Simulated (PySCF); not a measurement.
Input file for PySCF: R-HF/STO-3G on Si2H6 (SMILES [SiH3][SiH3]).

```python
from pyscf import gto, scf, dft, mp
from pyscf.data.elements import chemcore

mol = gto.M(
    atom='''
    Si    1.01677842   -0.13381436    3.68165646
    Si   -1.13154223    0.46763149    2.96148175
    H     1.81496572   -0.67385953    2.55449557
    H     0.93083401   -1.17096000    4.73863268
    H     1.72125695    1.04841343    4.23512421
    H    -1.05309844    1.51219835    1.91209080
    H    -1.91600732    1.00041735    4.10243329
    H    -1.84138958   -0.71066948    2.40800976
    ''',
    basis='sto-3g',
    charge=0, spin=0, verbose=3, max_memory=1800)
mf = scf.RHF(mol)
mf.conv_tol = 1e-8
mf.max_cycle = 100
mf.kernel()
if not mf.converged:
    mf = mf.newton().run(mf.mo_coeff, mf.mo_occ)
```

It printed:

```
converged SCF energy = -574.694445536004
```

The calculation finished and met its thresholds.

Cost: roughly 0.15 core-seconds.
